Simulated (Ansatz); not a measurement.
`[CH3][AlH][c]1ccccc1`, charge 0, multiplicity 1.

Problem. Give a relaxed structure at PBE0-D4/def2-TZVP (Ansatz). (Best estimate.)

Solution. The calculation gave: 
Z-matrix (Å, degrees):
```
C
Al 1 1.952
H 1 1.092 2 112.8
H 1 1.096 2 111.0 3 -120.9
H 1 1.095 2 111.1 3 121.0
C 2 1.946 1 120.0 3 -179.1
H 2 1.593 1 122.6 3 0.9
C 6 1.400 2 121.0 1 -179.9
C 6 1.401 2 121.7 1 0.1
C 8 1.387 6 121.6 2 180.0
H 8 1.087 6 119.6 2 -0.0
C 9 1.387 6 121.6 2 -180.0
H 9 1.087 6 119.8 2 0.0
C 10 1.387 8 119.8 6 0.0
H 10 1.085 8 120.2 6 -180.0
H 12 1.085 9 120.2 6 -180.0
H 14 1.084 10 120.0 8 180.0
```
Point group Cs.
This is one stationary point; other conformers may exist.
